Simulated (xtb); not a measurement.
1-fluorocyclopropane-1-carbaldehyde (C4H5FO), SMILES C1C(C1)(C=O)F. All values are semi-empirical tight-binding results from xtb (GFN2-xTB unless named), good for trends rather than for accurate numbers. Geometry: GFN2-xTB. Other conformers were not sampled.

Optimised geometry:

Bonds (Å): O1–C2 1.202, C2–C3 1.472, C2–H7 1.106, C3–F4 1.369, C3–C5 1.512, C3–C6 1.512, C5–C6 1.488, C5–H8 1.079, C5–H9 1.079, C6–H10 1.079, C6–H11 1.079. Angles (°): O1–C2–C3 124.4, O1–C2–H7 122.5, C3–C2–H7 113.1, C2–C3–F4 113.2, C2–C3–C5 120.6, C2–C3–C6 120.6, F4–C3–C5 116.7, F4–C3–C6 116.7, C5–C3–C6 59.0, C3–C5–C6 60.5, C3–C5–H8 116.2, C3–C5–H9 116.2, C6–C5–H8 118.6, C6–C5–H9 118.8, H8–C5–H9 115.3, C3–C6–C5 60.5, C3–C6–H10 116.3, C3–C6–H11 116.2, C5–C6–H10 118.6, C5–C6–H11 118.8, H10–C6–H11 115.3.

Computed properties:
```yaml
point_group_as_xtb_finds_it: Cs
orbital_gap: 3.70 eV
dipole_moment: 1.92 D
zero_point_energy: 50.4 kcal/mol
G − E(el) at 298.15 K (modified RRHO): 32.0 kcal/mol
static polarisability (D4 model): 48.8 bohr³
solvation energy, GFN2-xTB/ALPB(water): -2.9 kcal/mol
solvation energy, GFN2-xTB/ALPB(ch2cl2): -5.3 kcal/mol
```

Give the IR lines (harmonic; lines under 4 % of the strongest left out, lines within 3 cm⁻¹ merged). (An estimate is asked for; the answer gives what the named calculation found.)

ν (cm⁻¹): 146 (w), 369 (w), 746 (w), 910 (m), 1058 (m), 1065 (m), 1226 (m), 1333 (w), 1364 (w), 1451 (w), 1768 (vs), 2797 (m) (against the strongest line: vs over 80 %, s over 45 %, m over 15 %, w over 4 %, vw less)

Give the atomic charges and the Wiberg bond orders between heavy atoms. (An estimate is asked for; the answer gives what the named calculation found.)

charges (e) O1 -0.32, C2 0.20, C3 0.16, F4 -0.25, C5 -0.06, C6 -0.06, H7 0.04, H8 0.07, H9 0.07, H10 0.07, H11 0.07. Bond orders O1–C2 1.88, C2–C3 1.04, C3–F4 0.93, C3–C5 0.90, C3–C6 0.90, C5–C6 1.00.
